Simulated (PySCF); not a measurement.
# Ionisation energy of Cd⁺ by level of theory

Cd⁺ [Kr] 4d10 5s1 (2S) → Cd²⁺ [Kr] 4d10 (1S), as a difference of total energies. All numbers are calculated (PySCF 2.14, scalar relativity by spin-free X2C-1e, in x2c-TZVPPall (8s6p6d2f1g, 79 functions)). Correlated levels: valence and next inner shell: [Ar] 3d10 frozen. The calculations carry no spin-orbit coupling.

```tsv
method	ionisation energy (eV)
UHF	15.568
MP2 (valence and next inner shell)	16.807
SCS-MP2 (valence and next inner shell)	16.586
CCSD (valence and next inner shell)	16.580
CCSD(T) (valence and next inner shell)	16.650
```

Errors of the correlated levels include the incompleteness of this basis and the frozen core.

Which method comes closest to the reference value, and which is furthest?

The reference is 16.908 eV (measured; NIST Atomic Spectra Database, ionization energies). Closest: MP2 (valence and next inner shell) (error -0.101 eV); furthest: UHF (error -1.340 eV).
